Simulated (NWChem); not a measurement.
System: AlSiH4F; SMILES [SiH3][AlH][F]

Here is an NWChem input.

```
start job
memory heap 200 mb stack 900 mb global 1100 mb
geometry units angstroms noautoz
  Al     0.533631     0.730202    -0.004770
  F     -0.652426     1.907073     0.018294
  H      2.023716     1.270154     0.004514
  Si    -0.191306    -1.607940    -0.019566
  H     -0.354527    -2.102626     1.386409
  H      0.828882    -2.478253    -0.686817
  H     -1.499387    -1.783226    -0.724578
end
basis spherical
  * library 6-31g*
end
dft
  xc xpbe96 cpbe96
  iterations 150
end
tddft
  nroots 8
end
task tddft energy
```

The geometry was optimised at PBE0/def2-SVP.

Vertical excitations in the gas phase.

Question: Predict the main results of this run. (PBE/6-31G* (spherical d), full TDDFT.) Quantities: lowest excitation, singlet (eV); oscillator strength of that lowest state; lowest state with f > 0.02, singlet (eV); oscillator strength of that bright state; lowest triplet (eV); orbital gap (eV).

Answer: 
| Quantity | Value |
|---|---|
| lowest excitation, singlet (eV) | 4.50 |
| oscillator strength of that lowest state | 0.006 |
| lowest state with f > 0.02, singlet (eV) | 6.60 |
| oscillator strength of that bright state | 0.051 |
| lowest triplet (eV) | 3.89 |
| orbital gap (eV) | 4.28 |
